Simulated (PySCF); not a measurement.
**Low-lying terms of As⁵⁺ (arsenic, charge +5)**

Ground state [Ar] 3d10, ¹S. Calculation: PySCF 2.14, in aug-cc-pVTZ-DK with one added diffuse shell each of s, p, d, f type (8s7p5d3f, 75 functions); the spin-free X2C one-electron Hamiltonian (Gaussian nucleus). Vertical excitation energies in eV without spin-orbit coupling; excited terms of each kind are numbered among those the solver found. Frozen: [Ar].

| term | leading excitation | EOM-EE-CCSD |
| --- | --- | --- |
| 1 3D | 3d → s | 41.506 |
| 1 1D | 3d → s | 42.208 |
| 1 3P° | 3d → p | 54.396 |
| 1 3F° | 3d → p | 55.000 |
| 1 1F° | 3d → p | 55.459 |
| 1 1D° | 3d → p | 56.063 |
| 1 3D° | 3d → p | 56.069 |
| 1 1P° | 3d → p | 56.219 |
| 1 3S | 3d → d | 74.154 |
| 1 3G | 3d → d | 74.997 |
| 1 1P | 3d → d | 75.033 |
| 1 1G | 3d → d | 75.181 |

The solver can miss terms.
